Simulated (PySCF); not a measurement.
**Electric field gradients and quadrupole coupling constants**

C₆H₁₂N₂.
Structure used (GFN2-xTB), in Å, numbered top down from 1:
```xyz
20
C6H12N2 angstrom
C      2.7099    0.7315    0.9178
C      2.0688    0.0805   -0.3032
C      1.5444   -1.2912    0.0087
N      0.4785   -1.8082   -0.4295
N     -0.3227   -1.3940   -1.3505
C     -1.4395   -0.8125   -1.2505
C     -2.0540   -0.2606    0.0033
C     -2.8035    1.0407   -0.2612
H      1.9832    0.8422    1.7202
H      3.0953    1.7165    0.6643
H      3.5344    0.1229    1.2827
H      2.8141   -0.0072   -1.1012
H      1.2531    0.7009   -0.6843
H      2.1347   -1.9162    0.6655
H     -2.0050   -0.7188   -2.1682
H     -1.2715   -0.1067    0.7514
H     -2.7502   -1.0045    0.4055
H     -2.1281    1.7998   -0.6505
H     -3.5963    0.8803   -0.9885
H     -3.2506    1.4154    0.6566
```

Field gradients from the PBE0/pcSseg-1 density (PySCF, non-relativistic), principal values in atomic units, ordered |Vxx| ≤ |Vyy| ≤ |Vzz|:

```json
{"atom": "N4", "Vxx": "0.4044", "Vyy": "0.6986", "Vzz": "-1.1030"}
{"atom": "N5", "Vxx": "0.4043", "Vyy": "0.6987", "Vzz": "-1.1031"}
```

Q: Find the asymmetry η = (Vxx − Vyy)/Vzz and the couplings χ = eQV/h (234.96 MHz × Q in barn × V in au), with Q(14N) = 0.02044 b.

A: 
```tsv
atom	environment	nucleus	η	χzz (MHz)	χxx (MHz)	χyy (MHz)
N4	C=N nitrogen	14N	0.27	-5.30	1.94	3.36
N5	C=N nitrogen	14N	0.27	-5.30	1.94	3.36
```

The tensor is traceless: Vxx + Vyy + Vzz = 0.

Q: What is Vzz at N5 in SI units (1 au = 9.71736 × 10²¹ V/m²)?

A: -1.1031 au = -10.719 × 10²¹ V/m².

Q: And the gradient at the other heavy atoms, for which no coupling is worked out here?

A: 
| atom | environment | Vzz (au) | η |
| --- | --- | --- | --- |
| C1 | methyl carbon | 0.071 | 0.07 |
| C2 | chain CH2 carbon | -0.054 | 0.83 |
| C3 | C=N carbon | 0.208 | 0.58 |
| C6 | C=N carbon | 0.208 | 0.58 |
| C7 | chain CH2 carbon | -0.053 | 0.85 |
| C8 | methyl carbon | 0.070 | 0.07 |

Q: What couplings would deuterons (Q(2H) = 0.00286 b) have in place of the hydrogens, at this geometry?

A: 
```
atom  bonded to  bond length (Å)  Vzz (au)     η  χzz (kHz)
  H9         C1            1.088    0.3132  0.02        210
 H10         C1            1.088    0.3153  0.02        212
 H11         C1            1.088    0.3139  0.02        211
 H12         C2            1.095    0.2992  0.01        201
 H13         C2            1.093    0.2992  0.03        201
 H14         C3            1.082    0.3212  0.08        216
 H15         C6            1.082    0.3212  0.08        216
 H16         C7            1.093    0.2992  0.03        201
 H17         C7            1.095    0.2993  0.01        201
 H18         C8            1.088    0.3134  0.02        211
 H19         C8            1.088    0.3140  0.02        211
 H20         C8            1.088    0.3154  0.02        212
```

The structure is a single GFN2-xTB conformer in the gas phase; no vibrational or solvent corrections. GFN2-xTB bond lengths can be off by several hundredths of an ångström, more for odd bonds, and the gradients follow them. These gradients aren't converged with respect to the basis.
